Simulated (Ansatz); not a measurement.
CHOS (SMILES [OH+]=C=S), charge +1, singlet, at a GFN2-xTB geometry; Ansatz (a quantum-chemistry and plane-wave program) with B3LYP/STO-3G.

Here is a job for Ansatz.
Ansatz 0.2 input:
```yaml
crystal:
  periodic: [false, false, false]
  atoms:
    - {symbol: O, position_ang: [-0.05168487, 0.00758199, -1.62217986]}
    - {symbol: C, position_ang: [0.02888989, -0.02120432, -0.40228227]}
    - {symbol: S, position_ang: [-0.02233192, 0.02665716, 1.10304489]}
    - {symbol: H, position_ang: [0.59745029, -0.35994452, -2.25758581]}
basis:
  gaussian:
    orbitals: STO-3G
    point_charges:
      - {charge: -1.0, position_ang: [-3.1654, 3.1167, 0.9121]}
hamiltonian:
  xc: b3lyp
total_charge: 1
```

It wrote (shortened):

```
Functional definition: B3LYP
247 factors; integrals over basis functions are off by at most 3.3e-5 eV
mean field evaluation 1: about -13766.4829 eV, gradient 3.0e1 eV
mean field evaluation 2: about -13749.6658 eV, gradient 8.2e1 eV
mean field evaluation 4: about -13769.1657 eV, gradient 6.5e0 eV
mean field evaluation 8: about -13769.2669 eV, gradient 2.2e-2 eV
mean field -13769.26690710 eV, -506.0112256916 hartree, gradient 8.6e-6 eV, S^2 0.000000; 0 other end points of the search recorded, 0 dependent functions left out
reference -13769.26703020 eV, -506.0112302156 hartree; 15, 15 occupied and 5, 5 virtual orbitals, 247 factors
Total energy: -13769.26703020 eV, -506.0112302156 hartree
```
